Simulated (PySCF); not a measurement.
A structure optimised at PBE0-D3(BJ)/def2-SVP (Å):
```
atom  x, y, z in Å
C1     0.5099    2.2498    0.1480
O2     0.8812    0.8998    0.1623
B3    -0.0119   -0.1177    0.0015
C4    -1.5404    0.0950   -0.2065
C5    -2.3383   -0.9551   -0.4017
F6    -3.6488   -0.8478   -0.5801
O7     0.4628   -1.3927    0.0247
C8     1.8260   -1.6645    0.2211
H9     0.0246    2.5342   -0.8010
H10   -0.1775    2.4953    0.9756
H11    1.4170    2.8598    0.2653
H12   -2.0142    1.0819   -0.1970
H13   -1.9957   -1.9947   -0.4344
H14    2.1158   -1.5111    1.2743
H15    2.4670   -1.0212   -0.4020
H16    2.0093   -2.7166   -0.0405
```

Neutral, closed shell.

(1) Which heavy atoms are bonded, and with what formal order?

(2) Give the structure as a SMILES string.

(3) Describe the place of each heavy atom.

(4) What is the arrangement about C1?

(5) What is the arrangement about O2?

Answers

(1) C1–O2 1.40 Å (single); O2–B3 1.36 Å (single); B3–C4 1.56 Å (single); C4–C5 1.33 Å (double); C5–F6 1.33 Å (single); B3–O7 1.36 Å (single); O7–C8 1.40 Å (single). Bonds to hydrogen (Å): C1–H9 1.10; C1–H10 1.10; C1–H11 1.10; C4–H12 1.09; C5–H13 1.10; C8–H14 1.10; C8–H15 1.10; C8–H16 1.10.

(2) `COB(/C=C/F)OC`, C4H8BFO2. Among its features: C=C double bond, C–F bond and three-coordinate boron.

(3) C1/C8: methoxy carbon; O2/O7: boron-bound oxygen; B3: three-coordinate boron; C4: alkene CH carbon; C5: vinylic C–F carbon; F6: vinyl fluorine.

(4) It has 4 neighbours (O2, H9, H10, H11) and is tetrahedral (angles from 108.1° to 112.0°).

(5) It has 2 neighbours (C1, B3) and is bent (angle 123.0°).

The numbers are calculated, not measured.
